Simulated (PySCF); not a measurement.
# Molecular orbitals of CuBr⁺

B2PLYP at R = 2.246 Å; PySCF, no relativity, basis sets Cu def2-TZVPPD, Br def2-TZVPPD. State: ²Π (doublet), unpaired electrons π ↑. Only the outer orbitals are listed, counted within each symmetry.

```csv
spin,orbital,occ.,ε (eV),on Cu (%),main shells (%)
α,13σ,1,-18.84,56,"52 Cu d, 41 Br p"
α,6π,1,-18.70,46,"53 Br p, 46 Cu d"
α,6π,1,-18.09,81,"80 Cu d, 19 Br p"
α,2δ,1,-17.67,100,100 Cu d
α,2δ,1,-17.67,100,100 Cu d
α,7π,1,-17.25,54,"53 Cu d, 46 Br p"
α,14σ,1,-16.43,60,"46 Cu d, 41 Br p, 10 Cu s"
α,7π,1,-16.23,20,"80 Br p, 19 Cu d"
α,15σ,0,-7.20,102,"93 Cu s, 8 Cu p"
α,8π,0,-4.25,94,"94 Cu p, 8 Br d"
α,8π,0,-4.10,95,95 Cu p
β,12σ,1,-29.47,5,94 Br s
β,13σ,1,-18.60,62,"58 Cu d, 35 Br p"
β,6π,1,-17.97,85,"85 Cu d, 14 Br p"
β,2δ,1,-17.59,100,100 Cu d
β,2δ,1,-17.58,100,100 Cu d
β,6π,1,-17.14,95,94 Cu d
β,14σ,1,-16.20,57,"44 Br p, 40 Cu d, 13 Cu s"
β,7π,1,-15.85,16,"84 Br p, 15 Cu d"
β,7π,0,-10.47,8,92 Br p
β,15σ,0,-7.15,101,"91 Cu s, 9 Cu p"
β,8π,0,-4.11,95,95 Cu p
```

**Question.** Which are the highest filled and the lowest empty level, where do they sit, and how wide is the gap?

**Answer.** Highest filled β 7π at -15.85 eV (in %: 84 Br p, 15 Cu d); lowest empty β 7π at -10.47 eV (in %: 92 Br p); the gap at B2PLYP is 5.38 eV. Both belong to one degenerate shell, split only by its one-sided filling, so this is no excitation gap.

| Property | Result |
| --- | --- |
| bond order (Mayer) | 0.87 |
| ⟨S²⟩ | 0.756 |
| charge on Cu (Mulliken, basis-dependent) | 0.60 |
| charge on Cu (Löwdin, basis-dependent) | 0.35 |
| dipole moment (positive dipole points towards Br; it is taken about the centre of mass and depends on that origin) | -3.49 D |

Shares are Mulliken populations and can fall outside 0 to 100 %.

Correlated steps freeze 14 core orbitals. Spin–orbit coupling is left out. B2PLYP dipoles, levels and charges come from its SCF part alone. With d or f electrons several states lie close, and the lowest PBE0 determinant need not be the measured ground state.
